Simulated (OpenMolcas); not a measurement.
Mo4+: effect of the ligand basis

Mo4+ with 6 ligands (bromide) in octahedral coordination (Oh) at 2.56 Å. A charge of +0.333 e stands 2.4 Å behind each ligand.

```
Program             : OpenMolcas
Method              : CASSCF
Spin-orbit coupling : RASSI with atomic mean-field integrals over the reference wave functions
```

Fixed: metal basis ANO-RCC-VTZP, active space 2 electrons in 5 orbitals (4d), DKH2 Hamiltonian.

States (labels of O, the rotations of Oh). Energies in cm-1 above the lowest state or level, χT in cm3 K/mol; under a threefold ground state the first gap can be a small split of the lowest multiplet, not the spin-orbit step; 10Dq and B are least-squares fits to the states below 45000 cm-1, weighted by degeneracy, with a free offset, and given where the rms deviation is under 5 % of |10Dq| (or 100 cm-1) and under 700 cm-1.

```
Run  Ligand basis  Ground state  First state of that spin   10Dq  B (rms of fit)  First gap with spin-orbit (degeneracies)  χT at 300 K  First state of another spin                      Cost
  A  ANO-RCC-VDZP           3T1                 3T2 18720  19386       576 (640)                               22.6 (2, 3)        0.400                     1T2 9445  roughly 2.2 core-minutes
  B  ANO-RCC-VTZP           3T1                 3T2 18776  19429       572 (674)                               22.3 (2, 3)        0.400                     1T2 9471    roughly 5 core-minutes
```

Against A, |10Dq| changes by +0.2 % in B.

Costs are those of the RASSCF and RASSI steps.

An orbital triplet at a regular site is open to Jahn-Teller coupling, which can distort the site and quench the lowest spin-orbit gaps and is left out. Without dynamic correlation the repulsion within the d shell is too large (B by tens of per cent), so at a given field states of lower spin stand too high. With metal d orbitals alone the field can be off either way by tens of per cent. Ligand-to-metal charge-transfer states are missing. With no ligand orbital active B as a rule stays too high, so bands that hang on it stand too high and its fall with covalency is understated. The least metal-like active orbital is 69 % on the metal (Löwdin) and no ligand orbital is active, so the numbers are rough (holds for A). The least metal-like active orbital is 66 % on the metal (Löwdin) and no ligand orbital is active, so the numbers are rough (holds for B). No measured value stands beside these numbers; the geometry was imposed, not optimised, and the real ion may take another.
